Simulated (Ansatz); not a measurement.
Start from `ClBCCl` and change one atom or group to get `O=CCBCl`.

Ansatz, PBE0-D4/def2-TZVP geometries, multiplicity 1. Each molecule was computed in one conformer, which needn't be the lowest.

```csv
property,`ClBCCl`
size of the dipole moment (PBE/def2-TZVPP) / D,1.55
HOMO energy (ωB97M-V/def2-TZVPP) / eV,-10.69
HOMO energy (PBE/def2-TZVPP) / eV,-7.08
HOMO–LUMO gap (ωB97M-V/def2-TZVPP) / eV,11.09
HOMO–LUMO gap (PBE0/def2-TZVPP) / eV,6.81
HOMO–LUMO gap (PBE/def2-TZVPP) / eV,4.48
```

(1) Give the same properties after the change, and the shifts. (Best estimate.)

## Answers

(1) Computed: 
```tsv
property	`O=CCBCl`	shift
size of the dipole moment (PBE/def2-TZVPP) / D	2.28	0.73
HOMO energy (ωB97M-V/def2-TZVPP) / eV	-10.02	0.67
HOMO energy (PBE/def2-TZVPP) / eV	-6.07	1.01
HOMO–LUMO gap (ωB97M-V/def2-TZVPP) / eV	10.33	-0.76
HOMO–LUMO gap (PBE0/def2-TZVPP) / eV	5.91	-0.90
HOMO–LUMO gap (PBE/def2-TZVPP) / eV	3.37	-1.11
```

With PBE0 the HOMO rises by 0.80 eV and the LUMO falls by 0.10 eV, so the gap narrows by about 0.90 eV. PBE moves the HOMO by 1.01 eV and ωB97M-V by 0.67 eV. The zero-point energy changes by 46.2 kJ/mol with +6 modes. Dipoles are sizes alone; their direction can turn.
